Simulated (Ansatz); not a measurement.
`C[N](C)[In]([CH3])[O][SiH3]`, charge 0, multiplicity 1.

Task: Give a relaxed structure at PBE0-D4/def2-TZVP (Ansatz). (Estimate.)

Result: Ansatz gave: 
Z-matrix (Å, degrees):
```
C
N 1 1.439
H 1 1.101 2 111.8
H 1 1.093 2 111.4 3 120.2
H 1 1.101 2 111.7 3 -119.8
C 2 1.438 1 112.8 3 60.0
In 2 2.005 1 122.6 3 -119.4
H 6 1.091 2 111.4 1 179.5
H 6 1.101 2 111.5 1 59.5
H 6 1.101 2 111.7 1 -60.3
C 7 2.123 2 132.8 1 -1.1
O 7 1.996 2 111.1 1 179.3
H 11 1.090 7 108.9 2 -121.4
H 11 1.089 7 111.1 2 -0.6
H 11 1.090 7 108.9 2 120.1
Si 12 1.615 7 145.6 2 -5.4
H 16 1.490 12 110.2 7 -176.0
H 16 1.495 12 112.1 7 64.0
H 16 1.495 12 112.1 7 -56.0
```
Point group Cs.
This is one stationary point; other conformers may exist.
